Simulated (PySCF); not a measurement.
Delta-SCF ions had no search for a lower state. Excitations are Tamm–Dancoff values on a coarser integration grid. The basis has no diffuse functions, so Rydberg states are missing or too high.

## C4H6O, SMILES `O=C/C=C/C` (C–C–C–O torsion 0°) (charge 0, multiplicity 1)

Computed with PBE-D3(BJ)/def2-TZVP // B3LYP-D3(BJ)/def2-TZVP (PySCF).

The HOMO is -5.71 eV, the dipole moment is 3.22 D and the HOMO–LUMO gap is 2.95 eV. The LUMO is -2.76 eV and the S1 excitation (TDA) comes out as 3.13 eV. The S1 oscillator strength is 0.000. The brightest of the four lowest singlets (TDA) is 5.78 eV. The T1 excitation (TDA) comes out as 2.68 eV. The S1–T1 gap (TDA) is 0.46 eV, the vertical ionisation energy (Delta-SCF) is 9.38 eV and the total energy is -231.0374 Ha. The cost comes out as around 5 core-minutes (rough).

```xyz
11

C     -1.6789    -0.4199    -0.4819
C     -0.2772    -0.4058     0.0153
C      0.6229     0.5500    -0.2276
C      1.9958     0.4872     0.3049
O      2.4358    -0.4058     0.9938
H     -1.9090     0.4576    -1.0860
H     -1.8629    -1.3163    -1.0817
H     -2.3814    -0.4626     0.3558
H      0.0421    -1.2442     0.6284
H      0.3706     1.4153    -0.8325
H      2.6423     1.3447     0.0284
```
Charge 0, spin multiplicity 1.
